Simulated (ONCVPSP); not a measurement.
**Ranking ONCV potentials for carbon**

All share these settings but for the change named:

| Quantity | Value |
| --- | --- |
| Element | carbon |
| Generator | ONCVPSP 4.0.1 |
| Type | optimised norm-conserving Vanderbilt (ONCV) |
| Functional | LDA (Perdew-Zunger) |
| Relativity | scalar-relativistic |
| Frozen core | [He] |
| Valence charge | 4 |
| Reference configuration | 2s2 (charge +2) |
| Partial waves | 2s: rc 1.05 bohr, ncon 4, nbas 8, qcut 5.2 1/bohr, 2 projectors, debl 1.3 Ha; p scattering state at 0.03 Ha: rc 0.90 bohr, ncon 4, nbas 8, qcut 8.9 1/bohr, 2 projectors, debl 0.8 Ha; d scattering state at 0.47 Ha: rc 0.80 bohr, ncon 3, nbas 7, qcut 10 1/bohr, 2 projectors, debl 0.5 Ha |
| Local potential | polynomial inside 0.55 bohr (lpopt 5, dvloc0 1 Ha) |
| Core correction | none |

In the s channel the program set the typed energies aside and used -1.476, 0.250 Ha. In the p channel the program set the typed energies aside and used 0.050, 0.850 Ha.

Cutoff: the first of the cutoffs (Ha) at which the residual kinetic energy of the hardest occupied pseudo-wave falls to 1 and 0.1 mHa per electron; the density cutoff is not measured.

The base gives 64 Ha.

Of 7 variants that were run, those that failed, showed a ghost or another fault, or gave nearly equal values are left out.

A variant can come out equal or close to the base.

Q: Rank these variants from softest to hardest (loose cutoff).
A. reference 2s2 2p2; wave p scattering state at 0.03 Ha: rc 0.90 bohr, ncon 4, nbas 8, qcut 8.9 1/bohr, 2 projectors, debl 0.8 Ha becomes 2p: rc 0.80 bohr, ncon 4, nbas 8, qcut 10 1/bohr, 2 projectors, debl 0.8 Ha
B. s: qcut 5.6; p: qcut 9.6; d: qcut 10.8
C. p: ncon 3, nbas 7

A: B (37 Ha), A (44 Ha), C (64 Ha).
